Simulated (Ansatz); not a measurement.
```yaml
crystal:
  periodic: [false, false, false]
  atoms:
    - {symbol: C, position_ang: [0.143755, -2.248894, -0.835238]}
    - {symbol: C, position_ang: [0.052316, -0.785327, -0.276013]}
    - {symbol: N, position_ang: [-0.038802, 0.324805, -1.107269]}
    - {symbol: C, position_ang: [-0.054706, 0.208171, -2.607489]}
    - {symbol: Zn, position_ang: [-0.100631, 1.626038, 0.585450]}
    - {symbol: C, position_ang: [-0.226826, 3.546134, 1.288412]}
    - {symbol: N, position_ang: [0.052713, -0.455635, 1.072044]}
    - {symbol: C, position_ang: [0.139204, -1.477159, 2.175427]}
    - {symbol: H, position_ang: [1.057132, -2.349725, -1.522654]}
    - {symbol: H, position_ang: [-0.781385, -2.483385, -1.472666]}
    - {symbol: H, position_ang: [0.222553, -3.025832, -0.001458]}
    - {symbol: H, position_ang: [-0.142234, 1.254293, -3.064887]}
    - {symbol: H, position_ang: [0.906887, -0.268064, -3.032890]}
    - {symbol: H, position_ang: [-0.946148, -0.409757, -3.002124]}
    - {symbol: H, position_ang: [0.443173, 3.695083, 2.207773]}
    - {symbol: H, position_ang: [0.088882, 4.306419, 0.489772]}
    - {symbol: H, position_ang: [-1.304137, 3.791578, 1.599863]}
    - {symbol: H, position_ang: [0.117426, -0.935702, 3.184361]}
    - {symbol: H, position_ang: [-0.743143, -2.219977, 2.173774]}
    - {symbol: H, position_ang: [1.113980, -2.093041, 2.145841]}
basis:
  gaussian: {orbitals: def2-TZVPD, final_grid: {core_spheres: 20, valence_spheres: 16, degree: 47}, point_charges: [{charge: 2.00, position_ang: [5.036, 0.172, -0.848]}]}
hamiltonian: {xc: {name: rPW86-PBE}}
accuracy: high
```

```sh
$ ansatz run in.yaml --threads 4 --pin off --events-out ev --progress --plain --max-ram 66560MiB --backend cuda --devices 0, --max-vram 37GiB
```

It prints (some lines left out):

```
Functional definition: rPW86-PBE
7207 factors; integrals over basis functions are off by at most 4.2e-8 eV
mean field evaluation 1: about -56789.2923 eV, gradient 1.3e2 eV
mean field evaluation 2: about -56654.6680 eV, gradient 2.7e2 eV
mean field evaluation 4: about -56821.6405 eV, gradient 3.4e1 eV
mean field evaluation 8: about -56824.1749 eV, gradient 5.7e-1 eV
mean field evaluation 16: about -56824.1748 eV, gradient 7.9e-4 eV
mean field -56824.17476247 eV, -2088.2499057117 hartree, gradient 5.6e-8 eV, S^2 0.000000; 1 other end points of the search recorded, 0 dependent functions left out
reference -56824.17478955 eV, -2088.2499067070 hartree; 43, 43 occupied and 375, 375 virtual orbitals, 7207 factors
Total energy: -56824.17478955 eV, -2088.2499067070 hartree
```

It took 16 s on 4 threads of an AMD EPYC 7R13 on a shared host and a share of an NVIDIA H100 80 GB, with 1.7 GiB of host memory at the peak.
